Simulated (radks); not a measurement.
Results of a calculation; reference values are marked as such.
Pt1.25+, configuration [Xe] 4f14 5d(up 4.75, down 4) (fractional occupations, a model configuration). Code: a radial shooting solver on a logarithmic mesh with Libxc functionals. Model: scalar-relativistic Kohn-Sham, BLYP, spin-polarised, spherical densities, point nucleus. Some entries of the table are withheld. Estimate them.

orbital,occ.,eigenvalue (hartree),<r^2> (bohr^2)
1s down,1,-2883.286,0.0004058
1s up,1,-2883.286,0.0004058
2s up,1,-506.8533,0.006199
2s down,1,-506.8515,0.006199
2p up,3,-439.2687,0.005201
2p down,3,-439.2673,0.005201
3s up,1,-119.3628,0.04003
3s down,1,-119.3621,0.04003
3p up,3,-99.68685,0.04106
3p down,3,-99.68611,0.04106
3d up,5,-78.36575,0.03401
3d down,5,-78.36446,0.03401
4s up,1,-25.96362,0.1944
4s down,1,-25.96184,0.1944
4p up,3,-19.51241,0.2220
4p down,3,-19.51074,0.2220
4d up,5,-11.68392,0.2535
4d down,5,-11.68200,0.2535
5s up,1,(1),1.018
5s down,1,(2),1.016
4f up,7,-2.98616,(3)
4f down,7,-2.98332,(4)
5p up,3,-2.47722,1.380
5p down,3,-2.46193,1.378
5d up,4.75,-0.63161,3.135
5d down,4,-0.61539,3.170

Answer. 
(1) 5s up eigenvalue (hartree): -4.16123
(2) 5s down eigenvalue (hartree): -4.14887
(3) 4f up <r^2> (bohr^2): 0.3251
(4) 4f down <r^2> (bohr^2): 0.3246
